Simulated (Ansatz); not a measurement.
Cost and result for the atomization energy of Ge3H12Si3 (`[SiH2]1[GeH2][SiH2][GeH2][SiH2][GeH2]1`) (18 atoms, 18 bonds).

Cartesian coordinates in Å:
```
Si -2.103 0.251 -0.554
Ge -0.348 1.540 -1.516
Si 1.578 0.150 -1.745
Ge 1.670 -1.413 0.056
Si 0.786 -0.378 2.009
Ge -1.574 -0.148 1.738
H -3.424 0.926 -0.681
H -2.175 -1.055 -1.267
H -0.014 2.704 -0.561
H -0.749 2.145 -2.874
H 1.511 -0.576 -3.043
H 2.811 0.985 -1.737
H 0.792 -2.631 -0.294
H 3.110 -1.917 0.269
H 1.390 0.977 2.139
H 1.103 -1.151 3.241
H -2.087 1.023 2.598
H -2.276 -1.432 2.221
```

Charge 0, multiplicity 1. Correlated methods include outer-core shells of Ge, which these sets cover unevenly. Scalar relativity is left out up to krypton. Geometry: relaxed with PBE0-D4/def2-TZVP. Program: Ansatz. All runs use 6 threads of an AMD EPYC 7R13 on a shared host and a share of an NVIDIA H100 80 GB. Times are those of one run each, without the atoms' runs, and a repeat can differ threefold. Electronic energies, without spin–orbit coupling; frozen cores. CCSD(T)/CBS adds CCSD(T) − MP2 in def2-TZVPP to the MP2 limit, and its time is that of the two runs behind it. T1 = 0.013. With those shells the extrapolation isn't a true limit. HSE06 is the plane-wave form, built on full-range PBE exchange.

CCSD(T)/CBS is a level of theory with its own doubt, some kJ/mol a heavy atom from the limit and from the frozen cores, so smaller differences don't rank the functionals.

| level | functions | wall time |
| --- | --- | --- |
| PBE0-D4/def2-TZVPP | 438 | 1.7 s |
| revPBE-D4/def2-TZVPP | 438 | 1.7 s |
| BLYP-D4/def2-TZVPP | 438 | 1.8 s |
| PBE-D4/def2-TZVPP (with forces) | 438 | 1.9 s |
| r2SCANh-D4/def2-TZVPP | 438 | 2.1 s |
| HSE06-D4/def2-TZVPP | 438 | 2.1 s |
| r2SCAN-D4/def2-TZVPP (with forces) | 438 | 2.2 s |
| CCSD(T)/def2-SVP | 210 | 2.5 s |
| PBE-QIDH/def2-TZVPP | 438 | 3 s |
| ωB97M-V/def2-TZVPP (with forces) | 438 | 3.8 s |
| MP2/def2-QZVPP | 837 | 9 s |
| CCSD(T)/def2-TZVPP | 438 | 28 s |
| CCSD(T)/CBS(def2) | – | 37 s |

**Question.** What atomization energy does each give, and how far from CCSD(T)/CBS? (An estimate is asked.)

**Answer.** Computed: 
| level | atomization (kcal/mol) | difference from CCSD(T)/CBS | per bond |
| --- | --- | --- | --- |
| PBE0-D4/def2-TZVPP | 1199.8 | -18.8 | -1.0 |
| revPBE-D4/def2-TZVPP | 1178.6 | -40.0 | -2.2 |
| BLYP-D4/def2-TZVPP | 1183.9 | -34.7 | -1.9 |
| PBE-D4/def2-TZVPP (with forces) | 1197.4 | -21.2 | -1.2 |
| r2SCANh-D4/def2-TZVPP | 1213.9 | -4.7 | -0.3 |
| HSE06-D4/def2-TZVPP | 1199.5 | -19.1 | -1.1 |
| r2SCAN-D4/def2-TZVPP (with forces) | 1216.8 | -1.8 | -0.1 |
| CCSD(T)/def2-SVP | 1128.1 | -90.5 | -5.0 |
| PBE-QIDH/def2-TZVPP | 1200.9 | -17.7 | -1.0 |
| ωB97M-V/def2-TZVPP (with forces) | 1201.8 | -16.8 | -0.9 |
| MP2/def2-QZVPP | 1189.9 | -28.7 | -1.6 |
| CCSD(T)/def2-TZVPP | 1192.8 | -25.8 | -1.4 |
| CCSD(T)/CBS(def2) | 1218.6 | 0.0 | 0.0 |

At CCSD(T), def2-SVP lies −90.5 kcal/mol from the extrapolated value and def2-TZVPP −25.7 kcal/mol: correlation converges slowly with the basis, and small sets miss more of it in the bonded molecule than in its fragments. From r2SCAN to r2SCAN0 (25 % exact exchange), in def2-TZVPP and without D4, the atomization energy moves by −7.5 kcal/mol: exact exchange takes away binding that semilocal exchange gives to molecules. The D4 term adds +25.4 kcal/mol with B3LYP and +13.8 kcal/mol with PBE0; it sums over pairs of atoms, weighted by their polarisabilities, and B3LYP, whose exchange is more repulsive, gets the larger term.

B3LYP here is the variant with VWN-RPA as its local correlation; programs differ in this.
